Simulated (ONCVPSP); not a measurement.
**Ni (Z = 28): one change to an ONCV potential, before and after**

ONCVPSP 4.0.1 input, shortened (lines: element, Z, core and valence counts, functional; n l f; lmax; l rc ep ncon nbas qcut; lloc lpopt rc5 dvloc0; l nproj debl; icmod fcfact rcfact), PBE, scalar-relativistic:

```
  Ni 28.00    3    4        4      upf
    1    0    2.00
    2    0    2.00
    2    1    6.00
    3    0    2.00
    3    1    6.00
    3    2    9.00
    4    0    1.00
    2
    0    1.35    0.00    5    8    7.30
    1    0.80    0.00    4    7   10.00
    2    0.95    0.00    4    9   17.60
    4    1    0.50    4.00
    0    2    2.70
    1    2    3.20
    2    2    1.60
    0    0.00    0.00
```

All-electron outer shells of the reference configuration (PBE, scalar-relativistic, ld1.x):

| shell | level (eV) | outermost node (bohr) | outermost maximum (bohr) |
| --- | --- | --- | --- |
| 2p | -839.19 | – | 0.16 |
| 3s | -106.01 | 0.30 | 0.64 |
| 3p | -66.47 | 0.27 | 0.65 |
| 3d | -4.64 | – | 0.64 |
| 4s | -4.49 | 0.93 | 2.35 |

Change: all radii scaled by about 0.87 (s 1.18, p 0.70, d 0.82 bohr); local potential polynomial inside 0.44 bohr (lpopt 1, dvloc0 4 Ha).

Cutoffs: the cutoffs (Ha) at which the residual kinetic energy of the hardest occupied pseudo-wave falls to 1 and 0.1 mHa per electron; they do not see the model core or the augmentation charge, which bear on the density cutoff. Errors are all-electron minus pseudo energies relative to the spin-unpolarised reference configuration.

Question: How do hardness, ghosts and transferability respond?

Answer: The potential gets harder (110 Ha and 209 Ha → 184 Ha and 279 Ha); of the 3 tests that both files solve, the error grows in 1 and shrinks in 1 by more than 15 % and 0.3 meV (median size 1.5 → 2.0 meV); neither file shows a bound ghost. A smaller radius makes the pseudo-wave follow the all-electron one further in, where it bends more sharply, so more plane waves are needed.

```csv
quantity,base,changed
"cutoff, loose",110 Ha,184 Ha
"cutoff, tight",209 Ha,279 Ha
loose cutoff by channel,"s 24 Ha, p 61 Ha, d 110 Ha","s 95 Ha, p 184 Ha, d 124 Ha"
bound ghosts,none,none
GHOST(+) flags under 300 eV,s at 251.2 eV,s at 289.2 eV
tests with a reliable result,3 of 4,3 of 4
"error for 3s2 3p6 3d8 4s2, meV [ΔE 1.60 eV]",+4.5,+4.5
"error for 3s2 3p6 3d8 4s1, meV [ΔE 10.92 eV]",+1.5,+2.0
"error for 3s2 3p6 3d8 4s0, meV [ΔE 28.27 eV]",-1.1,-0.1
```
